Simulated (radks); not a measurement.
The rhodium ion Rh+ inside a hard spherical wall (all orbitals vanish at R), configuration held at [Kr] 4d8 and not refilled when levels cross. All-electron calculation, scalar-relativistic Kohn-Sham, r2SCAN, spin-polarised, spherical densities, finite nucleus; open shells are filled with parallel spins first (spin-orbit coupling, left out, can overturn this in heavy ions); meta-GGA in the generalised Kohn-Sham scheme; Fermi nuclear charge, rms radius 4.4945 fm. Program: a radial shooting solver on a logarithmic mesh with Libxc functionals. Eigenvalues in eV for spin up, with the zero of energy where the potential of the charges vanishes at infinity; a dash marks a level that is unbound or too diffuse for the functional's potential to be trusted. A positive occupied level is held by the wall or, in an anion where self-interaction has pushed it up, behind a barrier. The pressure on the wall is -dE/dV.

R (bohr)  E (hartree)  kinetic (hartree)    e(3d)    e(4s)    e(4p)    e(4d)  e(5s, empty)  e(5p, empty)  pressure (GPa)
free      -4784.45211           4955.099  -311.16  -93.157  -60.388  -14.395       -10.584        -5.734               0
10        -4784.45211           4955.099  -311.16  -93.157  -60.387  -14.395       -10.583        -5.710        < 0.0001
8         -4784.45203           4955.100  -311.15  -93.150  -60.380  -14.389       -10.562        -5.560         0.00517
4         -4784.35001           4955.731  -308.36  -90.697  -58.039  -12.159        -5.306         3.464            27.3
2.5       -4782.40701           4964.754  -288.55  -75.958  -43.684    4.494        37.754        56.912            1760
2         -4777.37538           4985.844  -260.25  -56.293  -22.808   30.288        107.86        134.76           11000
1.5       -4754.29194           5067.261  -187.45    5.252   45.145   110.43        323.22        359.56           98100
